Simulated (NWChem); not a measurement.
System: C$_{2}$H$_{5}$BF$_{2}$O; SMILES OCB(F)CF

```xyz
11

O     -0.7594    -2.2562    -0.0623
C     -0.8989    -0.8442     0.0497
B      0.4289    -0.0157    -0.0028
F      1.6005    -0.6679     0.0047
C      0.4687     1.5596    -0.0248
F     -0.8264     2.0884    -0.0026
H      0.1528    -2.4864     0.1694
H     -1.4310    -0.5676     0.9819
H     -1.5703    -0.4966    -0.7501
H      1.0265     1.9585     0.8367
H      0.9857     1.9316    -0.9230
```
Atoms are numbered in this order, from 1.

Program: NWChem. Structure relaxed at the B3LYP/6-31G* (spherical d) level. Atomic charges in e: unrestrained fits to the electrostatic potential beside Mulliken populations; buried atoms are poorly determined by the fit.

Task: Predict the results for B3LYP/def2-SVP. Quantities: ESP O1; Mulliken O1; ESP C2; Mulliken C2; ESP B3; Mulliken B3; ESP F4; Mulliken F4; ESP C5; Mulliken C5; relative RMS misfit of the potential (%).

Result: ESP O1: -0.64
Mulliken O1: -0.33
ESP C2: 0.36
Mulliken C2: 0.17
ESP B3: 0.27
Mulliken B3: -0.03
ESP F4: -0.26
Mulliken F4: -0.11
ESP C5: 0.16
Mulliken C5: 0.28
relative RMS misfit of the potential (%): 21
